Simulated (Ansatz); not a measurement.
Compare A (`[OH][GeH]1[CH2][SiH2]1`) with its isomer B (`[CH3][GeH]1[O][SiH2]1`).

Calculated with Ansatz (gas phase, PBE0-D4/def2-TZVP geometries, no zero-point term in ΔE). CCSD(T)/CBS is the MP2 limit (def2-TZVPP, def2-QZVPP) plus CCSD(T) − MP2 in def2-TZVPP, frozen cores. Functionals use def2-TZVPP. For Ge outer-core shells are correlated without core-valence functions, which leaves a few kJ/mol of doubt a bond. Scalar relativity is left out up to krypton. One conformer a species, not always the lowest.

A:

Z-matrix (Å, degrees):
```
Ge
C 1 1.983
Si 1 2.303 2 51.8
O 1 1.784 2 111.2 3 -112.3
H 1 1.533 2 117.5 3 118.0
H 2 1.088 1 114.4 3 111.6
H 2 1.087 1 117.8 3 -113.8
H 3 1.482 1 120.9 2 -103.0
H 3 1.483 1 121.7 2 103.3
H 4 0.959 1 111.6 2 126.7
```

B:

```xyz
10

C    -1.731   -0.443    0.114
Ge    0.128   -0.568   -0.441
O     0.789    1.175   -0.770
Si    1.817    0.659    0.417
H    -1.817    0.188    0.998
H    -2.124   -1.435    0.341
H    -2.317   -0.008   -0.698
H     0.291   -1.392   -1.732
H     3.242    0.472    0.041
H     1.723    1.351    1.729
```

(1) Which isomer does CCSD(T)/CBS put lower? Give the gap. (Estimate.)

(2) Give E(B) − E(A) in kcal/mol with ωB97M-V, B2PLYP, PBE0-D4, MP2/def2-TZVPP, HF/def2-TZVPP, PBE-D4, CCSD/def2-TZVPP. (An estimate is asked.)

Largest T1 diagnostic: 0.014.

## Answers

(1) Ansatz gave: B, by 23.8 kcal/mol.

(2) Ansatz gave: ωB97M-V -23.7, B2PLYP -25.2, PBE0-D4 -22.0, MP2/def2-TZVPP -24.5, HF/def2-TZVPP -24.8, PBE-D4 -22.6, CCSD/def2-TZVPP -23.6. None reverses the order clearly.
